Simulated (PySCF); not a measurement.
# Bond length, frequency and bond energy of KRb⁻ by level of theory

State: ²Σ⁺ (doublet), unpaired electrons σ ↑. Set-up: PySCF, scalar-relativistic core potentials, basis sets K def2-SVPD, Rb def2-SVPD with ECP28. De refers to K⁻ + Rb in their ground configurations, without counterpoise correction. The functionals are run spin-unrestricted. A positive dipole points towards Rb; it is taken about the centre of mass and depends on that origin. Levels whose curve was spin-contaminated or gave no clean fit are not listed.

```
       Level  Re (Å)  ωe (cm⁻¹)  De (eV)  μ (D)
    ROHF-MP2   4.603       48.0      n/a    n/a
ROHF-SCS-MP2   4.677       46.2      n/a    n/a
         PBE   4.618       46.8     0.60   3.40
        PW91   4.611       47.0     0.62   3.32
       M06-L   4.522       47.4     0.64   3.97
        PBE0   4.679       46.7     0.56   3.77
         M06   4.367       50.7      n/a   3.73
   CAM-B3LYP   4.671       45.1    0.464   3.76
```

Task: What does a quarter of exact exchange do here, going from PBE to PBE0?

Result: PBE0 less PBE: +6.1 pm in Re, -0.2 % in ωe, -0.04 eV in De. Exact exchange removes part of the self-interaction that spreads semilocal densities, and in most molecules shortens and stiffens the bond and lowers De; here Re goes the other way.

Correlated steps freeze 5 core orbitals. Spin–orbit coupling is left out. For an ion De counts to the pair picked by the measured ionisation energies or electron affinities, which need not be the lowest pair at this level. The highest Kohn–Sham level is positive in this anion. Much of that is self-interaction error, but it also means that the finite basis helps to hold the extra electron. The state was picked by a PBE0 search and need not be the measured ground state.
